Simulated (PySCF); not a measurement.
Al(AsH2)(F)(H) (AlAsFH3), SMILES [F][AlH][AsH2]. Coordinates come from a PBE0-D3(BJ)/def2-TZVP optimisation. The geometry has at least one imaginary mode, so it is a saddle point at that level.

TDA-B3LYP/def2-SVPD in PySCF puts the lowest singlet excitations at 4.49, 5.79, 5.91, 6.47, 6.53, 6.93 eV.

Task: What are the lowest excitation roots from ADC(2)/aug-cc-pVDZ (PySCF)? (An estimate is asked for; the answer gives what the named calculation found.)

Result: 4.86, 6.04, 6.37, 6.78, 6.91, 7.36 eV. S1 differs by 0.37 eV (second minus first; roots are paired by order, and the bases may differ).
